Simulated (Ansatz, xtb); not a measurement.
C8H6O: which of two isomers lies lower

Structure X: `C#Cc1coc(C=C)c1`, a singlet. Structure Y: `C#Cc1ccc(C=C)o1`, a singlet. Both are isolated molecules in the gas phase, relaxed with PBE0-D3(BJ)/def2-SVP, each in the lowest conformer that the search found.

Q: Estimate which is lower in electronic energy at CCSD(T)/def2-SVP + ΔMP2/def2-TZVPP, and by roughly how much.

A: CCSD(T)/def2-SVP + ΔMP2/def2-TZVPP gives E(Y) − E(X) = −0.32 kcal/mol, slightly favouring structure Y, which is too small a margin to settle the true order.

The same difference at several levels:

| level | geometry | E(Y) − E(X) (kcal/mol) | departure from the last row (kcal/mol) | job, with rough time for the two |
| --- | --- | --- | --- | --- |
| GFN2-xTB | GFN2-xTB | −0.56 | −0.24 | optimisation, 0.22 s |
| HF/STO-3G | GFN2-xTB | −0.12 | +0.19 | single point, 0.8 s |
| r2SCAN-D4/def2-SVP | GFN2-xTB | −1.31 | −1.00 | single point, 5.3 s |
| PBE0-D3(BJ)/def2-SVP | PBE0-D3(BJ)/def2-SVP | −0.74 | −0.42 | optimisation, 64 s |
| HF/def2-SVP | PBE0-D3(BJ)/def2-SVP | +0.66 | +0.98 | part of the CCSD(T) run |
| MP2/def2-SVP | PBE0-D3(BJ)/def2-SVP | −0.42 | −0.11 | part of the CCSD(T) run |
| CCSD(T)/def2-SVP | PBE0-D3(BJ)/def2-SVP | +0.09 | +0.41 | single point |
| CCSD(T)/def2-SVP + ΔMP2/def2-TZVPP | PBE0-D3(BJ)/def2-SVP | −0.32 |  | single point, 2.6 min |

As drawn, both hold the same kinds of bond in the same numbers.

The largest departure from CCSD(T)/def2-SVP + ΔMP2/def2-TZVPP is that of r2SCAN-D4/def2-SVP, 1.00 kcal/mol. The last row adds to CCSD(T) the change of the MP2 difference between the two basis sets, here −0.41 kcal/mol.

With thermal terms from frequencies at re-optimised GFN2-xTB minima (ideal gas, soft modes damped towards free rotors, one conformer each, 298.15 K, 1 atm): on the last row, ΔE + ΔZPE = −0.29, ΔH = −0.31, ΔG = −0.32 kcal/mol.

The correlated steps freeze 9 core orbitals. Codes used: Ansatz 0.2.0, xtb 6.7.1; the last row on 2 threads of Intel(R) Xeon(R) Platinum 8488C (Sapphire Rapids) on a shared host.
